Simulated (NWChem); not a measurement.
System: C4H7F; SMILES C[C@H]1C[C@@H]1F

The following NWChem deck was run.

```
start job
memory heap 200 mb stack 900 mb global 1100 mb
geometry units angstroms noautoz
  C      0.519743    -1.901061     0.089295
  C      0.081359    -0.554202    -0.444912
  C     -1.229622     0.086634    -0.000168
  C      0.084766     0.661521     0.425081
  F      0.471724     1.857917    -0.133365
  H      1.607540    -2.022447     0.019994
  H      0.237702    -2.021623     1.142192
  H      0.052298    -2.719801    -0.470776
  H      0.346478    -0.354394    -1.481675
  H     -1.838897    -0.422201     0.743295
  H     -1.790578     0.643771    -0.744853
  H      0.401542     0.584671     1.463503
end
basis spherical
  * library 3-21g
end
dft
  xc xpbe96 cpbe96
  iterations 150
  mulliken
end
task dft energy
```

Output (shortened):

```
             Northwest Computational Chemistry Package (NWChem) 7.3.0
             --------------------------------------------------------

 C1  symmetry detected

                             Geometry "geometry" -> ""
                             -------------------------

 Output coordinates in angstroms (scale by  1.889725989 to convert to a.u.)

  No.       Tag          Charge          X              Y              Z
 ---- ---------------- ---------- -------------- -------------- --------------
    1 C                    6.0000     0.50540076    -1.90935209     0.08643522
    2 C                    6.0000     0.08321579    -0.55608577    -0.44461744
    3 C                    6.0000    -1.22893397     0.09102081    -0.01258122
    4 C                    6.0000     0.08380217     0.65400347     0.43320118
    5 F                    9.0000     0.48614668     1.85121456    -0.11247850
    6 H                    1.0000     1.59313745    -2.03787353     0.03030467
    7 H                    1.0000     0.20901063    -2.03466618     1.13482622
    8 H                    1.0000     0.03957245    -2.72122023    -0.48487350
    9 H                    1.0000     0.36302401    -0.35151428    -1.47657999
   10 H                    1.0000    -1.85121616    -0.41829166     0.71969742
   11 H                    1.0000    -1.77640965     0.65679901    -0.76077533
   12 H                    1.0000     0.38665263     0.56831730     1.47508058

 Effective nuclear repulsion energy (a.u.)     178.2776292294

  pbe96 is a nonlocal functional; adding pw91lda local functional.

                                 NWChem DFT Module
                                 -----------------

 Summary of "ao basis" -> "ao basis" (spherical)
 ------------------------------------------------------------------------------
       Tag                 Description            Shells   Functions and Types
 ---------------- ------------------------------  ------  ---------------------
 C                           3-21g                   5        9   3s2p
 F                           3-21g                   5        9   3s2p
 H                           3-21g                   2        2   2s

            General Information
            -------------------
          SCF calculation type: DFT
          Wavefunction type:  closed shell.
          No. of atoms     :    12
          No. of electrons :    40
           Alpha electrons :    20
            Beta electrons :    20
          Charge           :     0
          Spin multiplicity:     1
          Use of symmetry is: off; symmetry adaption is: off
          Maximum number of iterations: 150
          AO basis - number of functions:    59
                     number of shells:    39
          Convergence on energy requested:  1.00D-06
          Convergence on density requested:  1.00D-05
          Convergence on gradient requested:  5.00D-04

              XC Information
              --------------
          PerdewBurkeErnzerhof Exchange Functional  1.000
            Perdew 1991 LDA Correlation Functional  1.000 local
           PerdewBurkeErnz. Correlation Functional  1.000 non-local

             Grid Information
             ----------------
          Grid used for XC integration:  medium
          Radial quadrature: Mura-Knowles
          Angular quadrature: Lebedev.
          Tag              B.-S. Rad. Rad. Pts. Rad. Cut. Ang. Pts.
          ---              ---------- --------- --------- ---------
          C                   0.70       49           9.0       434
          F                   0.50       49          11.0       434
          H                   0.35       45          10.0       434
          Grid pruning is: on
          Number of quadrature shells:   560
          Spatial weights used:  Erf1

      Superposition of Atomic Density Guess
      -------------------------------------

 Sum of atomic energies:        -252.18579640

      Non-variational initial energy
      ------------------------------

 Total energy =    -255.254697
 1-e energy   =    -697.024289
 2-e energy   =     263.491963
 HOMO         =      -0.288724
 LUMO         =       0.155308

     ---------------------------------------------
      Total Density - Mulliken Population Analysis
     ---------------------------------------------

    Atom       Charge   Shell Charges
 -----------   ------   -------------------------------------------------------
    1 C    6     6.70   1.99  0.40  1.59  1.13  1.60
    2 C    6     6.38   1.99  0.39  1.54  1.08  1.37
    3 C    6     6.58   1.99  0.40  1.60  1.10  1.49
    4 C    6     5.60   1.99  0.39  1.32  0.94  0.97
    5 F    9     9.48   1.99  0.45  2.56  1.52  2.97
    6 H    1     0.75   0.42  0.33
    7 H    1     0.75   0.42  0.34
    8 H    1     0.75   0.42  0.33
    9 H    1     0.73   0.42  0.32
   10 H    1     0.74   0.41  0.32
   11 H    1     0.73   0.41  0.31
   12 H    1     0.79   0.43  0.36

   convergence    iter        energy       DeltaE   RMS-Dens  Diis-err
 ---------------- ----- ----------------- --------- --------- ---------
 d= 0,ls=0.0,diis     1   -254.6397548592 -4.33D+02  2.81D-02  8.27D-01
 d= 0,ls=0.0,diis     2   -254.5914749702  4.83D-02  1.99D-02  1.39D+00
 d= 0,ls=0.0,diis     3   -254.7149691040 -1.23D-01  3.66D-03  1.06D-01
 d= 0,ls=0.0,diis     4   -254.7221993357 -7.23D-03  1.48D-03  5.88D-03
 d= 0,ls=0.0,diis     5   -254.7227750362 -5.76D-04  5.52D-04  6.56D-04
  Resetting Diis
 d= 0,ls=0.0,diis     6   -254.7228559775 -8.09D-05  9.78D-05  3.66D-05
 d= 0,ls=0.0,diis     7   -254.7228606492 -4.67D-06  4.33D-05  1.13D-06
 d= 0,ls=0.0,diis     8   -254.7228604940  1.55D-07  2.34D-05  3.47D-06
 d= 0,ls=0.0,diis     9   -254.7228607624 -2.68D-07  3.34D-06  2.19D-08

         Total DFT energy =     -254.722860762365
      One electron energy =     -700.478176994560
           Coulomb energy =      301.858025114516
    Exchange-Corr. energy =      -34.380338111703
 Nuclear repulsion energy =      178.277629229382

 Numeric. integr. density =       40.000018697792

                       DFT Final Molecular Orbital Analysis
                       ------------------------------------

 Vector   18  Occ=2.000000D+00  E=-2.988554D-01
              MO Center=  2.4D-01,  7.3D-01, -7.4D-02, r^2= 3.2D+00
   Bfn.  Coefficient  Atom+Function         Bfn.  Coefficient  Atom+Function
  ----- ------------  ---------------      ----- ------------  ---------------
    45      0.411676   5 F  pz               41      0.393757   5 F  pz
    33     -0.266696   4 C  s                24      0.202597   3 C  s
    15      0.194715   2 C  s                12     -0.175863   2 C  px
    36      0.153372   4 C  pz               35      0.149299   4 C  py
    59     -0.147735  12 H  s                 3      0.144250   1 C  px

 Vector   19  Occ=2.000000D+00  E=-2.367727D-01
              MO Center= -1.2D-01,  3.7D-01,  1.4D-02, r^2= 2.9D+00
   Bfn.  Coefficient  Atom+Function         Bfn.  Coefficient  Atom+Function
  ----- ------------  ---------------      ----- ------------  ---------------
    22      0.247613   3 C  py               12      0.244136   2 C  px
    45      0.243895   5 F  pz               16      0.226471   2 C  px
    41      0.226767   5 F  pz               26      0.217646   3 C  py
    59     -0.215021  12 H  s                43      0.211435   5 F  px
    39      0.190912   5 F  px               27      0.176452   3 C  pz

 Vector   20  Occ=2.000000D+00  E=-2.191110D-01
              MO Center=  5.7D-02,  6.1D-01, -3.1D-02, r^2= 2.6D+00
   Bfn.  Coefficient  Atom+Function         Bfn.  Coefficient  Atom+Function
  ----- ------------  ---------------      ----- ------------  ---------------
    43      0.324046   5 F  px               39      0.295140   5 F  px
    15     -0.274215   2 C  s                24      0.263572   3 C  s
    30     -0.236081   4 C  px               25      0.219271   3 C  px
    18     -0.212824   2 C  pz               13     -0.190929   2 C  py
    44     -0.187771   5 F  py               40     -0.168360   5 F  py

 Vector   21  Occ=0.000000D+00  E= 7.331257D-02
              MO Center= -3.1D-01,  2.1D-01, -2.4D-01, r^2= 4.1D+00
   Bfn.  Coefficient  Atom+Function         Bfn.  Coefficient  Atom+Function
  ----- ------------  ---------------      ----- ------------  ---------------
    53      0.846618   9 H  s                57      0.744219  11 H  s
     6     -0.611975   1 C  s                55     -0.550439  10 H  s
    59     -0.493997  12 H  s                35     -0.405384   4 C  py
    18      0.401710   2 C  pz               27      0.360394   3 C  pz
    15     -0.344925   2 C  s                42      0.344269   5 F  s

 Vector   22  Occ=0.000000D+00  E= 1.019587D-01
              MO Center= -2.1D-01, -9.1D-01,  7.1D-01, r^2= 4.8D+00
   Bfn.  Coefficient  Atom+Function         Bfn.  Coefficient  Atom+Function
  ----- ------------  ---------------      ----- ------------  ---------------
     6      1.115121   1 C  s                49     -0.939847   7 H  s
    55     -0.822112  10 H  s                59     -0.823992  12 H  s
    24      0.705441   3 C  s                33      0.680364   4 C  s
    15      0.647695   2 C  s                25     -0.520506   3 C  px
    51     -0.515042   8 H  s                 8     -0.474024   1 C  py

 Vector   23  Occ=0.000000D+00  E= 1.178139D-01
              MO Center= -2.5D-01, -5.5D-01, -1.1D-01, r^2= 3.6D+00
   Bfn.  Coefficient  Atom+Function         Bfn.  Coefficient  Atom+Function
  ----- ------------  ---------------      ----- ------------  ---------------
    16      0.694933   2 C  px               24      0.620555   3 C  s
    26     -0.608375   3 C  py               51      0.584234   8 H  s
    47     -0.572278   6 H  s                34     -0.491683   4 C  px
    27     -0.455511   3 C  pz               15     -0.413611   2 C  s
     7      0.351397   1 C  px               12      0.287285   2 C  px

     ---------------------------------------------
      Total Density - Mulliken Population Analysis
     ---------------------------------------------

    Atom       Charge   Shell Charges
 -----------   ------   -------------------------------------------------------
    1 C    6     6.60   1.99  0.37  1.68  1.12  1.45
    2 C    6     6.30   1.99  0.36  1.69  1.04  1.21
    3 C    6     6.44   1.99  0.37  1.70  1.06  1.32
    4 C    6     5.92   1.99  0.38  1.65  0.92  0.98
    5 F    9     9.26   1.98  0.45  2.48  1.55  2.79
    6 H    1     0.79   0.46  0.32
    7 H    1     0.80   0.46  0.33
    8 H    1     0.78   0.46  0.32
    9 H    1     0.77   0.46  0.30
   10 H    1     0.79   0.46  0.32
   11 H    1     0.76   0.46  0.30
   12 H    1     0.80   0.48  0.32

     -------------------------------------------
      Total Density - Lowdin Population Analysis
     -------------------------------------------

    Atom       Charge   Shell Charges
 -----------   ------   -------------------------------------------------------
    1 C    6     6.27   1.97  0.42  1.58  0.58  1.72
    2 C    6     6.15   1.97  0.41  1.62  0.54  1.60
    3 C    6     6.24   1.97  0.42  1.62  0.56  1.67
    4 C    6     5.94   1.97  0.42  1.56  0.54  1.44
    5 F    9     9.12   1.98  0.61  2.47  1.19  2.87
    6 H    1     0.90   0.46  0.43
    7 H    1     0.90   0.47  0.44
    8 H    1     0.90   0.46  0.43
    9 H    1     0.89   0.47  0.42
   10 H    1     0.89   0.46  0.43
   11 H    1     0.88   0.46  0.42
   12 H    1     0.92   0.48  0.44

     Multipole analysis of the density
     ---------------------------------

     L   x y z        total         alpha         beta         nuclear
     -   - - -        -----         -----         ----         -------
     0   0 0 0     -0.000000    -20.000000    -20.000000     40.000000

     1   1 0 0     -0.152904     -0.076452     -0.076452      0.000000
     1   0 1 0     -0.551378     -0.275689     -0.275689      0.000000
     1   0 0 1      0.154988      0.077494      0.077494     -0.000000

     2   2 0 0    -22.477721    -50.970955    -50.970955     79.464190
     2   1 1 0     -0.865561      3.834748      3.834748     -8.535057
     2   1 0 1      0.074380     -0.281163     -0.281163      0.636705
     2   0 2 0    -24.474807   -144.257624   -144.257624    264.040442
     2   0 1 1     -0.131960      0.259675      0.259675     -0.651309
     2   0 0 2    -21.361034    -27.551068    -27.551068     33.741102
```

Level: PBE/3-21G. All runs use the structure optimised with B3LYP/6-31G* (spherical d).
